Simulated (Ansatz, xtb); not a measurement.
System: BH2 (charge +1, singlet). SMILES of the parent species: [BH2]
Coordinates optimised at B3LYP-D3(BJ)/def2-TZVP (Ansatz, an electronic-structure program):
```
B
H 1 1.1744
H 1 1.1744 2 180.00
```
Charge +1, spin multiplicity 1.

Harmonic wavenumbers from GFN2-xTB (xtb, at its own minimum), cm⁻¹: 384, 384, 2468, 2629.

Problem. Give the harmonic wavenumbers at B3LYP-D3(BJ)/def2-TZVP (Ansatz, finite differences of forces, unscaled).

Solution. 1001, 1001, 2671, 2962 cm⁻¹. Zero-point energy 10.9 kcal/mol.

Problem. From these and the geometry, give the ideal-gas thermochemistry at 298.15 K and 1 atm (rigid rotor, harmonic oscillator).

Solution. Point group D∞h, rotational symmetry number 2. Rotational constants 181.8, 181.8 GHz. S(trans) 33.60, S(rot) 7.63, S(vib) 0.19, S(elec, spin only) 0.00, S 41.4 cal/(mol K). H(298) - H(0) 2.12 kcal/mol; G - E(el) 0.7 kcal/mol.
